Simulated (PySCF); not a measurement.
Compound: C₆H₇P.
Bonds: P1–C2, C2–C3 (aromatic), C3–C4 (aromatic), C4–C5 (aromatic), C5–C6 (aromatic), C6–C7 (aromatic), C2–C7 (aromatic). Hydrogens: H8, H9 on P1; H10 on C3; H11 on C4; H12 on C5; H13 on C6; H14 on C7.

Method used: PBE0-D3(BJ)/def2-SVP geometry optimisation, gas phase in PySCF 2.14.0.

(1) Give the optimised bond lengths and angles.

## Answers

(1) 
```csv
bond,length (pm)
P1–C2,183.9
"C2–C3, C2–C7",140.1
"C3–C4, C6–C7",139.3
"C4–C5, C5–C6",139.4
"P1–H8, P1–H9",142.8
"C3–H10, C7–H14",109.4
"C4–H11, C6–H13",109.3
C5–H12,109.2
```

Bonds in one row agree within 1 pm and their mean is given. A selection of angles:
```csv
angle,degrees
C2–P1–H8,97.3
H8–P1–H9,93.6
P1–C2–C3,120.6
P1–C2–C7,120.5
C3–C2–C7,118.6
C2–C3–C4,120.7
C2–C3–H10,120.0
C4–C3–H10,119.3
C3–C4–C5,120.3
C3–C4–H11,119.6
C5–C4–H11,120.1
C4–C5–C6,119.5
C4–C5–H12,120.3
```

P1 (phosphine phosphorus) is pyramidal (angles 97.3°, 97.3° and 93.6°, sum 288.1°, 0.79 Å off the plane of its three neighbours). The 6-membered ring C2–C3–C4–C5–C6–C7 has internal angles of 118.6° to 120.7°; it is planar, 0.00 Å rms from its mean plane, widest ring torsion 1°.

Point group: Cs (tolerance 0.08 Å). Not checked by PBE0-D3(BJ)/def2-SVP frequencies. The numbers are those of one conformer (H–P1–C2–C3 140° and 45°).
